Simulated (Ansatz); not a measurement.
Saddle point of SiH4SOF2, singlet (SiH₂SF₂ ([F][SiH]([F])[SH]) + H₂O → SiH₂OF₂ ([OH][SiH]([F])[F]) + H₂S; bonds formed: Si1–O7, S2–H6; bonds broken: Si1–S2, H6–O7), PBE0-D4/def2-TZVP structure:

```
9
angstrom
Si -0.1356 0.7973 -0.0585
S 1.3849 -0.7548 1.0945
F -1.2381 1.4581 -1.0450
F 1.1576 1.4679 -0.6974
H -0.6890 1.2440 1.2250
H 0.3439 -1.3187 -0.2116
O -0.5116 -0.8132 -0.7125
H 0.5021 -1.1464 2.0283
H -0.8142 -0.9343 -1.6226
```

Energies are electronic, without zero-point energy. Barriers and step energies count from the start structure reached by relaxing down the imaginary mode; all methods use the PBE0-D4 structures, on which another method's saddle can fall below an end. Ansatz 0.2.0; basis: def2-TZVPP, with def2-QZVPP for the basis limit; cores frozen in the correlated methods. B3LYP uses VWN-RPA correlation. Extrapolation: Hartree–Fock as exp(−7.88 √X), correlation as X^−2.97.

```csv
method,barrier (eV),step energy (eV)
SPW92,0.343,-0.370
PBE-D4,0.725,-0.382
BLYP-D4,0.885,-0.497
r2SCAN-D4,0.774,-0.466
B97M-V,0.958,-0.483
PBE0-D4,0.818,-0.432
B3LYP-D4,?,-0.534
r2SCAN0-D4,0.839,-0.494
BHLYP-D4,1.054,-0.586
CAM-B3LYP-D4,0.914,-0.584
wB97X-V,?,-0.507
wB97M-V,0.912,-0.491
B2PLYP,0.952,-0.575
PBE-QIDH,?,-0.498
RPA on PBE,1.007,-0.582
HF,1.429,-0.765
MP2,0.929,-0.536
CCSD,1.070,-0.597
CCSD(T),0.991,-0.558
```

**Question.** Fill in the withheld barriers. (Judge from chemistry; the value comes from the calculation.)

**Answer.** Computed: wB97X-V 0.947; PBE-QIDH 0.885; B3LYP-D4 0.936 eV. Each is the energy of the saddle less that of the start structure, by the same method.

For comparison, the barrier by CCSD(T) at an estimated basis limit (MP2 extrapolated from triple and quadruple zeta, plus CCSD(T) − MP2 in triple zeta) is 0.971 eV.

T1 diagnostic: at most 0.012.

Labels in which every atom is bracketed show which atoms are joined, not bond orders.

For scale, one of the runs: CCSD(T)/def2-TZVPP, 233 basis functions, launched by `ansatz run in.yaml --threads 4 --pin off --events-out ev --progress --plain --max-ram 9574MiB`. The run took 2.3 min on 4 CPU threads of an Arm Neoverse V1 (shared host), with 4.2 GiB of host memory at its peak.
